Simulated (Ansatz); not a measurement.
`CCB(CC)CC` + H₂O → `CCB(O)CC` + `CC`  (formal hydrolysis of a B–C bond)

Program: Ansatz. Geometries: PBE0-D4/def2-TZVP. ΔE: electronic, gas phase. CCSD(T)/CBS adds triple-zeta CCSD(T) − MP2 to the extrapolated MP2 energy (def2 sets, frozen cores). This one scheme is used for every species. Functionals use def2-TZVPP. B3LYP here is the variant with VWN-RPA as its local correlation; programs differ in this. HSE06 is defined as in plane-wave codes. One conformer a species, not always the lowest.

| level | ΔE (kJ/mol) | difference from CCSD(T)/CBS |
| --- | --- | --- |
| LDA (SPW92) | -146.6 | -8.3 |
| r2SCAN-D4 | -146.6 | -8.3 |
| B3LYP-D4 | -147.4 | -9.1 |
| ωB97M-V | -145.1 | -6.8 |
| PBE-QIDH | -144.5 | -6.2 |
| PBE | -149.0 | -10.7 |
| B3LYP | -158.1 | -19.8 |
| r2SCAN0 | -148.5 | -10.2 |
| HSE06 | -147.8 | -9.5 |
| CAM-B3LYP | -158.2 | -19.9 |
| LC-ωPBE | -148.7 | -10.4 |
| RPA@PBE/def2-TZVPP | -144.1 | -5.8 |
| HF/def2-SVP | -176.6 | -38.3 |
| HF/def2-TZVPP | -161.7 | -23.4 |
| CCSD(T)/def2-TZVPP | -143.3 | -5.0 |
| MP2/CBS(def2) | -135.3 | 3.0 |
| CCSD(T)/CBS | -138.3 | 0 |

Largest T1 diagnostic among the species: 0.011.

The D4 term adds +10.7 kJ/mol with B3LYP and +6.5 kJ/mol with PBE0; it sums over pairs of atoms, weighted by their polarisabilities, and B3LYP, whose exchange is more repulsive, gets the larger term. At CCSD(T), def2-SVP lies −30.5 kJ/mol from the extrapolated value and def2-TZVPP −5.0 kJ/mol.
